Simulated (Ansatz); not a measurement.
Frontier orbitals of CH6N2Si, SMILES `N=C[SiH2]N`.

Charge 0, multiplicity 1. The structure was optimised at the PBE0-D4/def2-TZVP level. It is one conformer, not always the lowest. Basis def2-TZVPP, the Gaussian-basis code of Ansatz.

```csv
functional,HOMO (eV),LUMO (eV),gap (eV)
LDA (SPW92),-5.74,-2.07,3.67
PBE,-5.67,-1.84,3.83
PBE0,-7.09,-0.74,6.35
r2SCANh,-6.49,-1.25,5.24
HSE06 (plane-wave form),-6.68,-1.13,5.55
ωB97X-V,-9.52,1.60,11.12
ωB97M-V,-9.41,1.51,10.92
```

From PBE to PBE0 the HOMO moves by −1.41 eV and the LUMO by +1.10 eV, and with ωB97M-V by −3.74 and +3.35 eV, so the gap grows from 3.83 to 10.92 eV with exact exchange. A positive LUMO is unbound and depends on the basis.
